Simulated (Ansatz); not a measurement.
C₅H₉CuN₂O (`Cn1ccn(C)[c+]1[Cu-][OH]`), relaxed with RKS PBE0-D4/def2-TZVP in Ansatz 0.2.0 from a GFN2-xTB geometry. The force threshold is 0.005 eV/Å; the program also tests the step.

Total charge 0; spin multiplicity 1.

Start:

```xyz
18

C     0.124   -2.424   -0.375
N     0.517   -1.098    0.011
C     1.737   -0.790    0.549
C     1.740    0.543    0.780
N     0.522    1.019    0.377
C     0.135    2.399    0.459
C    -0.249    0.013   -0.103
Cu   -1.985    0.071   -0.772
O    -3.585   -0.084   -1.427
H     0.135   -3.090    0.490
H     0.805   -2.816   -1.134
H    -0.885   -2.379   -0.784
H     2.491   -1.530    0.722
H     2.497    1.179    1.190
H    -0.865    2.501    0.039
H     0.830    3.023   -0.105
H     0.124    2.731    1.499
H    -4.086    0.732   -1.416
```

How much energy does the relaxation release, and in how many steps? (Best estimate.)

Ansatz gave: 5.65 kJ/mol, in 35 steps, 8 of them rejected.

Which bonds change most? (Estimate.)

The calculation gave: Cu8–O9 from 1.736 to 1.793 Å; C7–Cu8 from 1.862 to 1.873 Å; N5–C6 from 1.435 to 1.444 Å; C1–N2 from 1.436 to 1.444 Å.

Give the relaxed structure. (Best estimate.)

Ansatz gave: 
```xyz
18

C     0.113   -2.411   -0.385
N     0.534   -1.090    0.021
C     1.744   -0.802    0.603
C     1.756    0.530    0.825
N     0.552    1.011    0.370
C     0.153    2.398    0.418
C    -0.221    0.022   -0.132
Cu   -1.940    0.154   -0.864
O    -3.536    0.277   -1.672
H     0.098   -3.085    0.473
H     0.786   -2.808   -1.146
H    -0.891   -2.330   -0.798
H     2.487   -1.555    0.807
H     2.509    1.164    1.261
H    -0.837    2.477   -0.029
H     0.854    3.016   -0.146
H     0.112    2.748    1.451
H    -4.271    0.282   -1.057
```
